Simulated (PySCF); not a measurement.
A structure optimised at TPSSh-D3(BJ)/def2-SVP, used in a PySCF frequency run:

```
Ga
N 1 1.8268
H 2 1.0165 1 124.53
H 2 1.0165 3 110.93 1 180.00
C 1 1.9767 2 116.90 3 180.00
H 5 1.1012 1 111.87 2 0.00
H 5 1.1028 6 108.31 1 -122.04
H 5 1.1028 6 108.31 7 -115.92
C 1 1.9767 2 116.90 3 0.00
H 9 1.1012 1 111.87 2 0.00
H 9 1.1028 10 108.31 1 -122.04
H 9 1.1028 10 108.31 11 -115.92
```

Write its SMILES, formula and point group.

[CH3][Ga]([CH3])[NH2], C₂H₈GaN, C2v

What are its rotational constants (standard atomic weights)?

5.5933, 4.7303, 2.6481 GHz
